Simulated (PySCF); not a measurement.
# Working out the ionisation energy of Xe

Xe [Xe] (1S) → Xe⁺ [Kr] 4d10 5s2 5p5 (2P). All numbers are calculated (PySCF 2.14, the spin-free X2C one-electron Hamiltonian (Gaussian nucleus), in x2c-TZVPall (8s6p4d2f, 60 functions)). Frozen: [Kr] 4d10. Energies in hartree (1 hartree = 27.21139 eV):

```
             part    Xe (lower)   Xe⁺ (upper)
              UHF  -7443.465191  -7443.041000
MP2 opposite-spin     -0.099572     -0.081075
    MP2 same-spin     -0.033038     -0.023627
```

**Question.** What does Hartree-Fock give?

**Answer.** (-7443.041000) − (-7443.465191) = 0.424191 hartree = 11.543 eV.

**Question.** What do MP2 and SCS-MP2 (6/5 opposite-spin, 1/3 same-spin) give?

**Answer.** The opposite-spin parts differ by 0.503 eV and the same-spin parts by 0.256 eV. MP2: 11.543 + (0.503) + (0.256) = 12.302 eV. SCS-MP2: 11.543 + 1.2 × (0.503) + (0.256)/3 = 12.232 eV.

Measured between the centres of the two terms (NIST): 12.565 eV, so MP2 (valence) is off by -0.263 eV.

What remains against the reference includes basis incompleteness, the frozen core and correlation beyond second order.
